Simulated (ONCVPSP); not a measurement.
What the settings do to the ONCV potential of Si

Base potential:

Si (Z = 14), optimised norm-conserving Vanderbilt (ONCV), made with ONCVPSP 4.0.1 (PBEsol, scalar-relativistic). Core [He], reference 2s2 2p6 3s2 3p1.75 (charge +0.25). Waves: 2s+3s: rc 0.90 bohr, ncon 5, nbas 10, qcut 14.8 1/bohr, 2 projectors; 2p+3p: rc 0.95 bohr, ncon 4, nbas 9, qcut 16.1 1/bohr, 2 projectors. Local part: polynomial inside 0.60 bohr (lpopt 1, dvloc0 2 Ha). Core correction: polynomial model core, fcfact 0.4.

Cutoffs, loose and tight: the cutoffs (Ha) at which the residual kinetic energy of the hardest occupied pseudo-wave falls to 1 and 0.1 mHa per electron. They do not see the model core or the augmentation charge, which bear on the density cutoff. Test errors are all-electron minus pseudo excitation energies from the reference, over the configurations 2s2 2p6 3s2 3p2; 2s2 2p6 3s2 3p1; 2s2 2p6 3s2 3p0; 2s2 2p6 3s1 3p2. A dash means not determined; rows that change the core or the reference have their own tests.

| change | outcome | cutoff, loose | cutoff, tight | bound ghosts | GHOST(+) flags above zero | largest test error (meV) |
| --- | --- | --- | --- | --- | --- | --- |
| base | generated | 95 Ha | 108 Ha | none | none | +1.8 |
| all radii but the core radius scaled by about 0.85 (s 0.76, p 0.82 bohr); local potential polynomial inside 0.52 bohr (lpopt 1, dvloc0 2 Ha) | generated | 107 Ha | 120 Ha | none | none | +1.5 |
| all radii but the core radius scaled by about 1.07 (s 0.96, p 1.02 bohr); local potential polynomial inside 0.64 bohr (lpopt 1, dvloc0 2 Ha) | generated | 89 Ha | 102 Ha | none | none | +1.8 |
| all radii but the core radius scaled by about 1.18 (s 1.06, p 1.12 bohr); local potential polynomial inside 0.72 bohr (lpopt 1, dvloc0 2 Ha) | generated | 83 Ha | 96 Ha | none | none | +1.9 |
| all radii but the core radius scaled by about 1.29 (s 1.16, p 1.22 bohr); local potential polynomial inside 0.76 bohr (lpopt 1, dvloc0 2 Ha) | generated | 77 Ha | 89 Ha | none | none | +2.0 |
| all radii but the core radius scaled by about 1.32 (s 1.18, p 1.26 bohr); local potential polynomial inside 0.80 bohr (lpopt 1, dvloc0 2 Ha) | generated | 74 Ha | 85 Ha | none | none | +2.0 |

(1) What comes out with this change to the base: all radii but the core radius scaled by about 0.89 (s 0.80, p 0.84 bohr); local potential polynomial inside 0.54 bohr (lpopt 1, dvloc0 2 Ha)?

(2) What comes out with this change to the base: all radii but the core radius scaled by about 0.76 (s 0.68, p 0.72 bohr); local potential polynomial inside 0.46 bohr (lpopt 1, dvloc0 2 Ha)?

(3) What comes out with this change to the base: all radii but the core radius scaled by about 1.14 (s 1.02, p 1.08 bohr); local potential polynomial inside 0.68 bohr (lpopt 1, dvloc0 2 Ha)?

## Answers

(1) outcome: generated; cutoff, loose: 105 Ha; cutoff, tight: 118 Ha; bound ghosts: none; GHOST(+) flags above zero: none; largest test error (meV): +1.6.

(2) outcome: generated; cutoff, loose: 119 Ha; cutoff, tight: 265 Ha; bound ghosts: none; GHOST(+) flags above zero: none; largest test error (meV): +1.2.

(3) outcome: generated; cutoff, loose: 86 Ha; cutoff, tight: 98 Ha; bound ghosts: none; GHOST(+) flags above zero: none; largest test error (meV): +1.9.

Reading the sweep of the scale of all radii but the core radius (base = 1) (base included, trends over the rows without a ghost): The loose cutoff falls from 119 Ha at 0.76 to 74 Ha at 1.32. A larger radius leaves more room for a smooth pseudo-wave, so fewer plane waves are needed; a smaller one forces it to follow the all-electron wave where it bends sharply. The median size of the test errors (rows with all tests solved) stays near 0.6 meV.
